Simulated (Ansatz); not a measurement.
`N#[C][AlH2]` + H₂Se → `[AlH2][SeH]` + `C#N` at 500 K and 1 bar (ligand exchange at the Al–C bond).

Gas-phase electronic energies from Ansatz, PBE0-D4/def2-TZVP geometries. CCSD(T)/CBS is the MP2 limit (def2-TZVPP, def2-QZVPP) plus CCSD(T) − MP2 in def2-TZVPP, frozen cores. This one scheme is used for every species. For Se outer-core shells are correlated without core-valence functions, which leaves a few kJ/mol of doubt a bond. Scalar relativity is left out up to krypton.

```json
{"species": "`N#[C][AlH2]`", "CCSD(T)/CBS energy (Eh)": "-335.94780", "H − E (kJ/mol)": "83.8", "S (J/(mol·K))": "307.3"}
{"species": "H₂Se", "CCSD(T)/CBS energy (Eh)": "-2401.89790", "H − E (kJ/mol)": "53.1", "S (J/(mol·K))": "237.8"}
{"species": "`[AlH2][SeH]`", "CCSD(T)/CBS energy (Eh)": "-2644.54675", "H − E (kJ/mol)": "84.4", "S (J/(mol·K))": "318.1"}
{"species": "`C#N`", "CCSD(T)/CBS energy (Eh)": "-93.32098", "H − E (kJ/mol)": "60.1", "S (J/(mol·K))": "220.8"}
```

H − E and S are ideal-gas, rigid-rotor, harmonic terms from PBE0-D4/def2-TZVP. 1 Eh = 2625.50 kJ/mol, R = 8.31446 J/(mol·K).

By hand: ΔE, ΔH, ΔS and ΔG.

ΔE = (-2644.54675) + (-93.32098) − (-335.94780) − (-2401.89790) = -0.02203 Eh = -57.8 kJ/mol. Δ(H − E) = 84.4 + 60.1 − 83.8 − 53.1 = 7.6, so ΔH = -50.2 kJ/mol. ΔS = 318.1 + 220.8 − 307.3 − 237.8 = -6.2 J/(mol·K). ΔG = -50.2 − 500 × (-6.2)/1000 = -47.1 kJ/mol.

By hand: the equilibrium constant, and the temperature at which ΔG would vanish if ΔH and ΔS stayed fixed.

log₁₀ K = −ΔG/(RT ln 10) = 4.9. ΔG = 0 at ΔH/ΔS = 8097 K, far beyond where these terms or the molecules hold.

The number of gas molecules stays the same, so ΔS is small and ΔH decides. A doubt of 5 kJ/mol in ΔE shifts log₁₀ K by 0.5 here. These are equilibria of isolated gas molecules and say nothing of rates. Largest T1 diagnostic: 0.014 (customary marks: 0.02 for closed shells, 0.045 for open ones).
